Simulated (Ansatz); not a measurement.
Cyclo-(X2GeSe)n: PBE-D4/def2-SVP single points in Ansatz on relaxed structures, gas phase. Binding counts from free atoms in the multiplicity of their measured ground term, without zero-point energy. The structures are stationary points that may keep the symmetry of their start.

| species | atoms | state | geometry | HOMO (eV) | LUMO (eV) | gap (eV) | binding per atom (eV) | point group (within 0.1 Å) |
| --- | --- | --- | --- | --- | --- | --- | --- | --- |
| cyclo-(F2GeSe)2 (Ge2Se2F4) | 8 | singlet | r2SCAN-D4/def2-SVP | -6.97 | -3.64 | 3.34 | 3.85 | D2h |
| cyclo-(H2GeSe)2 (Ge2H4Se2) | 8 | singlet | PBE-D4/def2-SVP | -5.80 | -2.39 | 3.41 | 2.80 | D2h |
| cyclo-(Cl2GeSe)3 (Ge3Se3Cl6) | 12 | singlet | PBE-D4/def2-SVP | -6.70 | -3.54 | 3.16 | 3.20 | C3v |

The gap (eV) runs from 3.16 (cyclo-(Cl2GeSe)3) to 3.41 (cyclo-(H2GeSe)2).
